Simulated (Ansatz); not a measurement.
`F[SiH](F)[Si](F)(F)F` + `C=C=N` → `C=C=N[SiH](F)F` + `F[SiH](F)F` at 700 K and 1 bar (cleavage of the Si–Si bond).

Program: Ansatz. Geometries: PBE0-D4/def2-TZVP. ΔE: electronic, gas phase. CCSD(T)/CBS is the MP2 limit (def2-TZVPP, def2-QZVPP) plus CCSD(T) − MP2 in def2-TZVPP, frozen cores. This one scheme is used for every species. Each species was taken in one conformer, which may not be the lowest.

| species | CCSD(T)/CBS energy (Eh) | H − E (kJ/mol) | S (J/(mol·K)) |
| --- | --- | --- | --- |
| `F[SiH](F)[Si](F)(F)F` | -1078.06481 | 148.7 | 514.9 |
| `C=C=N` | -132.55079 | 156.4 | 309.8 |
| `C=C=N[SiH](F)F` | -621.39174 | 207.0 | 466.9 |
| `F[SiH](F)F` | -589.26725 | 92.9 | 344.3 |

H − E and S are ideal-gas, rigid-rotor, harmonic terms from PBE0-D4/def2-TZVP, for one conformer and one mirror image of each species. 1 Eh = 2625.50 kJ/mol, R = 8.31446 J/(mol·K).

Problem. By hand: ΔE, ΔH, ΔS and ΔG.

Solution. ΔE = (-621.39174) + (-589.26725) − (-1078.06481) − (-132.55079) = -0.04339 Eh = -113.9 kJ/mol. Δ(H − E) = 207.0 + 92.9 − 148.7 − 156.4 = -5.2, so ΔH = -119.1 kJ/mol. ΔS = 466.9 + 344.3 − 514.9 − 309.8 = -13.5 J/(mol·K). ΔG = -119.1 − 700 × (-13.5)/1000 = -109.6 kJ/mol.

Problem. By hand: the equilibrium constant, and the temperature at which ΔG would vanish if ΔH and ΔS stayed fixed.

Solution. log₁₀ K = −ΔG/(RT ln 10) = 8.2. ΔG = 0 at ΔH/ΔS = 8822 K, far beyond where these terms or the molecules hold.

The number of gas molecules stays the same, so ΔS is small and ΔH decides. A doubt of 5 kJ/mol in ΔE shifts log₁₀ K by 0.4 here. Other conformers and mirror images would add mixing entropy, several J/(mol·K) or more a flexible species. Modes under 60 cm⁻¹, often nearly free rotors, make the harmonic entropy too high. These are equilibria of isolated gas molecules and say nothing of rates. Largest T1 diagnostic: 0.015 (customary marks: 0.02 for closed shells, 0.045 for open ones).
